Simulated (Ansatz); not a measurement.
# The standard entropy of InHSeClF (SMILES [F][In]([Cl])[SeH]) from a frequency calculation

A singlet with charge 0, relaxed at SPW92/LANL2DZ (core potential) (Ansatz 0.2.0):

```xyz
5

F    -0.8828   -0.8197    1.6903
In    0.3449   -0.4686    0.3200
Cl    2.3777   -1.6701    0.3435
Se   -0.1562    1.2405   -1.5029
H    -1.5205    1.5556   -0.8898
```

Harmonic wavenumbers in cm⁻¹: 61, 99, 119, 200, 222, 342, 545, 586, 2175.

Masses in u: F 18.998, In 114.818, Cl 35.45, Se 78.971, H 1.008. Take T = 298.15 K, p = 1 bar, R = 8.3145 J/(mol K), kT/hc = 207.22 cm⁻¹, rigid rotor and harmonic oscillator.

Problem. Compute the standard molar entropy.

Solution. 
1. Translation (Sackur–Tetrode): S = R[3/2 ln M + 5/2 ln T − 1.1517] with M = 249.245 gives 177.7 J/(mol K).
2. Rotation: principal moments 168.432, 530.677, 699.108 u Å² give A, B, C = 0.1001, 0.0318, 0.0241 cm⁻¹; the symmetry number is σ = 1; q = (√π/σ)√((kT/hc)³/ABC) = 603647; S = R(ln q + 3/2) = 123.1.
3. Vibration: with u = ν̃/207.22, each mode gives R[u/(eᵘ − 1) − ln(1 − e⁻ᵘ)]; the sum is 72.5, most from 61 cm⁻¹ (18.5), 99 cm⁻¹ (14.5), 119 cm⁻¹ (13.0).
4. Electronic: R ln 1 = 0.0, from the spin multiplicity alone.
5. Sum: 177.7 + 123.1 + 72.5 + 0.0 = 373.3 J/(mol K).

No measured value is set beside it here. Where a soft mode is a torsion, a harmonic oscillator describes it poorly.
